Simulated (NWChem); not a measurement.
System: CH₅ClFNSi; SMILES N[Si@@H](Cl)CF

Excerpt of the output:

```
             Northwest Computational Chemistry Package (NWChem) 7.3.0
             --------------------------------------------------------

 C1  symmetry detected

                             Geometry "geometry" -> ""
                             -------------------------

 Output coordinates in angstroms (scale by  1.889725989 to convert to a.u.)

  No.       Tag          Charge          X              Y              Z
 ---- ---------------- ---------- -------------- -------------- --------------
    1 N                    7.0000    -1.87133391    -0.21154458     0.28795473
    2 Si                  14.0000    -0.31354180     0.05179891    -0.37227827
    3 Cl                  17.0000     0.54824754     1.92443766     0.07023259
    4 C                    6.0000     0.92133969    -1.20417052     0.33355578
    5 F                    9.0000     0.54448846    -2.48775285    -0.07449669
    6 H                    1.0000    -2.69287945     0.15391181    -0.17796552
    7 H                    1.0000    -2.01971301    -0.29882451     1.28617811
    8 H                    1.0000    -0.43652537    -0.02166029    -1.84267837
    9 H                    1.0000     0.95073550    -1.17560897     1.43170470
   10 H                    1.0000     1.93866248    -1.00283226    -0.02584474

 Effective nuclear repulsion energy (a.u.)     291.4646135420

                                 NWChem DFT Module
                                 -----------------

 Summary of "ao basis" -> "ao basis" (spherical)
 ------------------------------------------------------------------------------
       Tag                 Description            Shells   Functions and Types
 ---------------- ------------------------------  ------  ---------------------
 N                          def2-svp                 6       14   3s2p1d
 Si                         def2-svp                 8       18   4s3p1d
 Cl                         def2-svp                 8       18   4s3p1d
 C                          def2-svp                 6       14   3s2p1d
 F                          def2-svp                 6       14   3s2p1d
 H                          def2-svp                 3        5   2s1p

            General Information
            -------------------
          SCF calculation type: DFT
          Wavefunction type:  closed shell.
          No. of atoms     :    10
          No. of electrons :    58
           Alpha electrons :    29
            Beta electrons :    29
          Charge           :     0
          Spin multiplicity:     1
          Use of symmetry is: off; symmetry adaption is: off
          Maximum number of iterations: 150
          AO basis - number of functions:   103
                     number of shells:    49
          Convergence on energy requested:  1.00D-06
          Convergence on density requested:  1.00D-05
          Convergence on gradient requested:  5.00D-04

              XC Information
              --------------
                         B3LYP Method XC Potential
                     Hartree-Fock (Exact) Exchange  0.200
                        Slater Exchange Functional  0.800 local
                    Becke 1988 Exchange Functional  0.720 non-local
              Lee-Yang-Parr Correlation Functional  0.810
                  VWN I RPA Correlation Functional  0.190 local

             Grid Information
             ----------------
          Grid used for XC integration:  medium
          Radial quadrature: Mura-Knowles
          Angular quadrature: Lebedev.
          Tag              B.-S. Rad. Rad. Pts. Rad. Cut. Ang. Pts.
          ---              ---------- --------- --------- ---------
          N                   0.65       49          10.0       434
          Si                  1.10       88           8.0       590
          Cl                  1.00       88          10.0       590
          C                   0.70       49          11.0       434
          F                   0.50       49          11.0       434
          H                   0.35       45          12.0       434
          Grid pruning is: on
          Number of quadrature shells:   548
          Spatial weights used:  Erf1

      Superposition of Atomic Density Guess
      -------------------------------------

 Sum of atomic energies:        -941.71996206

      Non-variational initial energy
      ------------------------------

 Total energy =    -943.527312
 1-e energy   =   -1881.557771
 2-e energy   =     646.565846
 HOMO         =      -0.336614
 LUMO         =       0.070453

     ---------------------------------------------
      Total Density - Mulliken Population Analysis
     ---------------------------------------------

    Atom       Charge   Shell Charges
 -----------   ------   -------------------------------------------------------
    1 N    7     7.75   1.99  1.03  0.44  2.60  1.69  0.01
    2 Si  14    13.03   2.00  1.99  0.96  0.14  5.93  0.98  0.77  0.26
    3 Cl  17    17.46   2.00  1.99  1.22  0.72  5.94  2.17  3.40  0.01
    4 C    6     5.88   1.99  0.94  0.27  1.76  0.88  0.04
    5 F    9     9.46   1.99  1.14  0.79  3.45  2.08  0.00
    6 H    1     0.75   0.59  0.12  0.05
    7 H    1     0.75   0.59  0.12  0.04
    8 H    1     1.09   0.71  0.37  0.01
    9 H    1     0.92   0.69  0.21  0.02
   10 H    1     0.92   0.69  0.21  0.02

   convergence    iter        energy       DeltaE   RMS-Dens  Diis-err
 ---------------- ----- ----------------- --------- --------- ---------
 d= 0,ls=0.0,diis     1   -945.0376984015 -1.24D+03  1.20D-02  7.31D-01
 d= 0,ls=0.0,diis     2   -945.0145284558  2.32D-02  6.37D-03  1.00D+00
 d= 0,ls=0.0,diis     3   -945.1155504089 -1.01D-01  1.17D-03  4.26D-02
 d= 0,ls=0.0,diis     4   -945.1190032336 -3.45D-03  5.43D-04  3.43D-03
 d= 0,ls=0.0,diis     5   -945.1194051410 -4.02D-04  1.11D-04  1.28D-04
  Resetting Diis
 d= 0,ls=0.0,diis     6   -945.1194214632 -1.63D-05  1.76D-05  2.90D-06
 d= 0,ls=0.0,diis     7   -945.1194218012 -3.38D-07  7.13D-06  2.54D-07

         Total DFT energy =     -945.119421801157
      One electron energy =    -1885.377320612782
           Coulomb energy =      722.746919939229
    Exchange-Corr. energy =      -73.953634669582
 Nuclear repulsion energy =      291.464613541978

 Numeric. integr. density =       58.000001489760

                       DFT Final Molecular Orbital Analysis
                       ------------------------------------

 Vector   27  Occ=2.000000D+00  E=-3.138959D-01
              MO Center=  3.4D-01,  1.4D+00, -2.3D-02, r^2= 2.7D+00
   Bfn.  Coefficient  Atom+Function         Bfn.  Coefficient  Atom+Function
  ----- ------------  ---------------      ----- ------------  ---------------
    45      0.511715   3 Cl pz               42      0.380157   3 Cl pz
    43     -0.237104   3 Cl px               39      0.221455   3 Cl pz
    40     -0.174574   3 Cl px               44      0.145574   3 Cl py
    90      0.141627   8 H  s                89      0.134410   8 H  s
     3     -0.126189   1 N  s                41      0.106370   3 Cl py

 Vector   28  Occ=2.000000D+00  E=-2.949397D-01
              MO Center=  4.6D-01,  1.7D-01, -3.0D-02, r^2= 4.3D+00
   Bfn.  Coefficient  Atom+Function         Bfn.  Coefficient  Atom+Function
  ----- ------------  ---------------      ----- ------------  ---------------
    45      0.265330   3 Cl pz               44     -0.260899   3 Cl py
    43      0.257648   3 Cl px               53     -0.218130   4 C  s
    68      0.208808   5 F  px               54      0.201164   4 C  px
    42      0.192618   3 Cl pz               40      0.187831   3 Cl px
    41     -0.181792   3 Cl py               69     -0.164126   5 F  py

 Vector   29  Occ=2.000000D+00  E=-2.773666D-01
              MO Center= -1.4D+00,  5.6D-02,  2.1D-01, r^2= 2.6D+00
   Bfn.  Coefficient  Atom+Function         Bfn.  Coefficient  Atom+Function
  ----- ------------  ---------------      ----- ------------  ---------------
     5      0.506492   1 N  py                8     -0.411060   1 N  py
    43     -0.245685   3 Cl px               40     -0.174463   3 Cl px
    44     -0.143591   3 Cl py                6      0.122419   1 N  pz
    26     -0.118357   2 Si py               37     -0.101147   3 Cl px
     9     -0.093328   1 N  pz               41     -0.092732   3 Cl py

 Vector   30  Occ=0.000000D+00  E= 3.176854D-02
              MO Center= -1.6D+00,  1.5D-01,  3.4D-01, r^2= 4.8D+00
   Bfn.  Coefficient  Atom+Function         Bfn.  Coefficient  Atom+Function
  ----- ------------  ---------------      ----- ------------  ---------------
     3      1.358890   1 N  s                80     -0.740044   6 H  s
    85     -0.690090   7 H  s                25      0.485463   2 Si px
    27     -0.359692   2 Si pz               18     -0.310899   2 Si s
   100     -0.264544  10 H  s                 2      0.223019   1 N  s
    26     -0.218920   2 Si py                8      0.200528   1 N  py

 Vector   31  Occ=0.000000D+00  E= 3.766485D-02
              MO Center=  1.2D-02, -4.1D-01, -1.1D-01, r^2= 4.1D+00
   Bfn.  Coefficient  Atom+Function         Bfn.  Coefficient  Atom+Function
  ----- ------------  ---------------      ----- ------------  ---------------
    26      0.775316   2 Si py               58      0.436833   4 C  py
    53      0.420505   4 C  s                44      0.388467   3 Cl py
     3      0.377306   1 N  s                36     -0.350628   3 Cl s
    95     -0.346693   9 H  s                67      0.325909   5 F  s
    23      0.299110   2 Si py              100     -0.248305  10 H  s

 Vector   32  Occ=0.000000D+00  E= 6.036337D-02
              MO Center=  7.7D-01, -3.6D-01,  2.9D-01, r^2= 5.1D+00
   Bfn.  Coefficient  Atom+Function         Bfn.  Coefficient  Atom+Function
  ----- ------------  ---------------      ----- ------------  ---------------
    53      2.128719   4 C  s                95     -1.157405   9 H  s
    25     -1.007417   2 Si px               18     -0.880918   2 Si s
   100     -0.746747  10 H  s                58      0.387496   4 C  py
    44     -0.325401   3 Cl py               36      0.304967   3 Cl s
    52      0.237566   4 C  s                59      0.220009   4 C  pz

     ---------------------------------------------
      Total Density - Mulliken Population Analysis
     ---------------------------------------------

    Atom       Charge   Shell Charges
 -----------   ------   -------------------------------------------------------
    1 N    7     7.34   1.99  0.98  0.41  2.49  1.46  0.01
    2 Si  14    13.41   2.00  1.98  1.05  0.05  5.93  1.25  0.81  0.35
    3 Cl  17    17.30   2.00  1.98  1.26  0.70  5.93  2.16  3.24  0.02
    4 C    6     5.91   1.99  0.93  0.18  2.03  0.73  0.06
    5 F    9     9.29   1.99  1.13  0.81  3.34  2.01  0.01
    6 H    1     0.87   0.71  0.11  0.05
    7 H    1     0.87   0.71  0.12  0.05
    8 H    1     1.09   0.75  0.33  0.01
    9 H    1     0.97   0.75  0.19  0.02
   10 H    1     0.96   0.75  0.19  0.02

     -------------------------------------------
      Total Density - Lowdin Population Analysis
     -------------------------------------------

    Atom       Charge   Shell Charges
 -----------   ------   -------------------------------------------------------
    1 N    7     7.21   1.97  0.71  0.43  2.27  1.81  0.02
    2 Si  14    13.55   2.00  1.93  0.66  0.30  5.81  1.27  1.03  0.55
    3 Cl  17    17.12   2.00  1.96  1.05  0.80  5.82  2.28  3.19  0.02
    4 C    6     6.04   1.96  0.62  0.34  1.82  1.17  0.12
    5 F    9     9.16   1.98  1.02  0.76  3.23  2.17  0.01
    6 H    1     0.93   0.59  0.21  0.13
    7 H    1     0.93   0.59  0.21  0.13
    8 H    1     1.10   0.66  0.42  0.02
    9 H    1     0.98   0.65  0.27  0.07
   10 H    1     0.98   0.65  0.26  0.07

     Multipole analysis of the density
     ---------------------------------

     L   x y z        total         alpha         beta         nuclear
     -   - - -        -----         -----         ----         -------
     0   0 0 0     -0.000000    -29.000000    -29.000000     58.000000

     1   1 0 0     -0.525780     -0.262890     -0.262890      0.000000
     1   0 1 0      0.135129      0.067565      0.067565      0.000000
     1   0 0 1      0.384707      0.192354      0.192354     -0.000000

     2   2 0 0    -27.911507   -112.060834   -112.060834    196.210160
     2   1 1 0     -1.548712      1.423839      1.423839     -4.396389
     2   1 0 1     -0.535227     -0.254280     -0.254280     -0.026668
     2   0 2 0    -39.373173   -252.182904   -252.182904    464.992635
     2   0 1 1     -1.066757      1.555155      1.555155     -4.177067
     2   0 0 2    -30.575708    -33.953621    -33.953621     37.331534
```

Level: B3LYP/def2-SVP. Structure relaxed at the B3LYP/6-31G* (spherical d) level.

Problem. Write an input that gives this output.

Solution. This is not unique; one that fits is the input that was run:
```
start job
memory heap 200 mb stack 900 mb global 1100 mb
geometry units angstroms noautoz
  N     -1.834953    -0.208520     0.176059
  Si    -0.238707     0.045724    -0.389036
  Cl     0.672368     1.833755     0.257617
  C      0.912302    -1.318886     0.254090
  F      0.506228    -2.544306    -0.284015
  H     -2.618905     0.231149    -0.290511
  H     -2.033646    -0.377168     1.154917
  H     -0.294692     0.107583    -1.864040
  H      0.890768    -1.388609     1.350578
  H      1.952467    -1.129964    -0.040896
end
basis spherical
  * library def2-svp
end
dft
  xc b3lyp
  iterations 150
  mulliken
end
task dft energy
```
